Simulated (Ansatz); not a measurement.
Reaction (formal exchange of groups at the Si–F bond): `N[SiH](O)[SiH2]F` + SiH₄ → `N[SiH](O)[SiH2][SiH3]` + H–F

Gas-phase electronic energies from Ansatz, PBE0-D4/def2-TZVP geometries. CCSD(T)/CBS adds triple-zeta CCSD(T) − MP2 to the extrapolated MP2 energy (def2 sets, frozen cores). This one scheme is used for every species. DFT in def2-TZVPP. B3LYP here is the variant with VWN-RPA as its local correlation; programs differ in this. Each species was taken in one conformer, which may not be the lowest.

```
             level  ΔE (kJ/mol)  difference from CCSD(T)/CBS
            PBE-D4         89.9                        -17.1
         r2SCAN-D4        107.9                          0.9
           PBE0-D4         92.3                        -14.7
          B3LYP-D4        113.5                          6.5
           ωB97X-V        113.3                          6.3
           ωB97M-V        116.3                          9.3
            B2PLYP        120.9                         13.9
            r2SCAN        109.8                          2.8
    MP2/def2-TZVPP        111.6                          4.6
SCS-MP2/def2-TZVPP        120.9                         13.9
   CCSD/def2-TZVPP        112.5                          5.5
     HF/def2-QZVPP        144.5                         37.5
    MP2/def2-QZVPP        111.8                          4.8
      HF/CBS(def2)        144.8                         37.8
     MP2/CBS(def2)        110.6                          3.6
    CCSD/CBS(def2)        111.5                          4.5
       CCSD(T)/CBS        107.0                            0
```

Largest T1 diagnostic among the species: 0.013.

The D4 term adds −9.6 kJ/mol with B3LYP and −5.6 kJ/mol with PBE0; it sums over pairs of atoms, weighted by their polarisabilities, and B3LYP, whose exchange is more repulsive, gets the larger term. In def2-TZVPP, CCSD(T) changes the Hartree–Fock value by −34.1 kJ/mol (the triples alone add −4.5 kJ/mol) and MP2 by −30.5 kJ/mol.
